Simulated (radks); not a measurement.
Question: Valence configurations of N II (all share [He]). Calculated with a radial shooting solver on a logarithmic mesh with Libxc functionals: Dirac Kohn-Sham, PBE, spin-unpolarised, spherical densities, finite nucleus; open shells are shared between the two j in proportion to 2j + 1; Fermi nuclear charge, rms radius 2.5582 fm. Order these by energy: 2s1 2p3; 2s1.5 2p2.5; 2s2 2p2; 2p4; 2s0.5 2p3.5.

Answer: From the lowest, in eV above it: 2s2 2p2 0.000; 2s1.5 2p2.5 5.889; 2s1 2p3 11.781; 2s0.5 2p3.5 17.676; 2p4 23.575. NIST lists [He] 2s2 2p2 as the ground configuration; this level of theory agrees among the configurations tried. The energies are those of spherical spin-averaged densities, not of single terms.
